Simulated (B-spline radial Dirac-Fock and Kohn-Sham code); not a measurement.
Relativistic shifts of the levels of Nd³⁺

System: Nd³⁺ in the configuration [Xe] 4f3.

Both columns are ΔSCF binding energies of the configuration average from a radial finite-basis atomic code: non-relativistic Hartree-Fock with a point nucleus, and Dirac-Fock with a finite nucleus and the Coulomb interaction alone, averaged over the two j levels with weights 2j+1.

| shell | Hartree-Fock (eV) | Dirac-Fock (eV) | shift (eV) | shift (%) |
| --- | --- | --- | --- | --- |
| 1s | 41522.5 | 43779.9 | +2257.44 | +5.44 |
| 2s | 6618.3 | 7190.6 | +572.23 | +8.65 |
| 2p | 6256.7 | 6433.9 | +177.11 | +2.83 |
| 3s | 1492.6 | 1622.7 | +130.10 | +8.72 |
| 3p | 1333.9 | 1377.5 | +43.60 | +3.27 |
| 3d | 1041.1 | 1027.7 | -13.46 | -1.29 |
| 4s | 336.3 | 365.6 | +29.29 | +8.71 |
| 4p | 274.1 | 282.5 | +8.43 | +3.08 |
| 4d | 163.1 | 159.3 | -3.80 | -2.33 |
| 4f | 41.03 | 36.82 | -4.22 | -10.28 |
| 5s | 72.29 | 76.98 | +4.69 | +6.49 |
| 5p | 52.55 | 53.36 | +0.82 | +1.55 |

Relativity binds 1s, 2s, 2p, 3s, 3p, 4s, 4p, 5s, 5p more strongly, among those listed most of all 3s in relative terms, and 3d, 4d, 4f more weakly, because the contracted s and p shells screen the nucleus better.

Values without a named source are computed, but for edge energies of neutral atoms, which are taken from tables.
